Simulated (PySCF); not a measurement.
Computed shifts of a molecule CH10N2Si3, PBE0/pcSseg-1 run with PySCF, GIAO, gas phase, atoms alike by connectivity averaged where their shifts nearly agree, in ppm (number of nuclei): ¹³C: 6.1 (1). ²⁹Si: -15.3 (1), -18.4 (1), -85.3 (1). ¹⁵N: 74.9 (1), 40.6 (1). ¹H: 5.64 (1), 5.48 (1), 4.06 (1), 3.80 (1), 1.61 (1), 1.29 (1), 1.00 (1), 0.71 (3). References: ¹³C against TMS (σ = 186.3 ppm); ²⁹Si against TMS (σ = 352.7 ppm); ¹⁵N against NH3 (σ = 267.4 ppm); ¹H against TMS (σ = 31.56 ppm), references at their B3LYP-D3(BJ)/def2-TZVP geometries, non-relativistic. The structure is a stationary point at PBE0-D3(BJ)/def2-SVP. The values are those of a single conformer.

**Question.** Pick the molecule that these values belong to.
(A) CN1[SiH2][SiH2][Si@H]1N
(B) C[SiH]1N[SiH2][SiH2]N1
(C) N[Si@H]1CN[SiH2][SiH2]1
(D) C[Si@H]1N[Si@@H](N)[SiH2]1

**Answer.** D, C[Si@H]1N[Si@@H](N)[SiH2]1
